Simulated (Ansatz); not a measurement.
`C[S][SnH]([F])[F]` and `[F][SnH]([F])[SiH3]` differ in one atom or group.

Ansatz, PBE0-D4/def2-TZVP geometries, multiplicity 1. Each molecule was computed in one conformer, which needn't be the lowest.

Elements past krypton have def2 core potentials.

```json
{"property": "HOMO energy (B3LYP/def2-TZVPP) / eV", "`C[S][SnH]([F])[F]`": "-7.44"}
{"property": "ideal-gas entropy at 298 K and 1 bar (rigid rotor, harmonic PBE0-D4/def2-TZVP) / J/(mol·K)", "`C[S][SnH]([F])[F]`": "389"}
{"property": "HOMO–LUMO gap (ωB97M-V/def2-TZVPP) / eV", "`C[S][SnH]([F])[F]`": "10.32"}
{"property": "HOMO–LUMO gap (B3LYP/def2-TZVPP) / eV", "`C[S][SnH]([F])[F]`": "5.56"}
{"property": "HOMO–LUMO gap (PBE0/def2-TZVPP) / eV", "`C[S][SnH]([F])[F]`": "6.13"}
{"property": "LUMO energy (B3LYP/def2-TZVPP) / eV", "`C[S][SnH]([F])[F]`": "-1.87"}
```

(1) What does the change do to each property? (Best estimate.)

Answers

(1) Ansatz gave: 
```csv
property,`[F][SnH]([F])[SiH3]`,shift
HOMO energy (B3LYP/def2-TZVPP) / eV,-8.52,-1.08
"ideal-gas entropy at 298 K and 1 bar (rigid rotor, harmonic PBE0-D4/def2-TZVP) / J/(mol·K)",367,-22
HOMO–LUMO gap (ωB97M-V/def2-TZVPP) / eV,11.35,1.03
HOMO–LUMO gap (B3LYP/def2-TZVPP) / eV,7.16,1.60
HOMO–LUMO gap (PBE0/def2-TZVPP) / eV,7.66,1.53
LUMO energy (B3LYP/def2-TZVPP) / eV,-1.37,0.50
```

With PBE0 the HOMO falls by 1.06 eV and the LUMO rises by 0.47 eV, so the gap widens by about 1.53 eV. PBE moves the HOMO by -1.06 eV and ωB97M-V by -0.88 eV. The zero-point energy changes by -38.2 kJ/mol with -3 modes. Modes under 60 cm⁻¹, often nearly free rotors, make the harmonic entropy too high.

B3LYP here is the variant with VWN-RPA as its local correlation; programs differ in this.
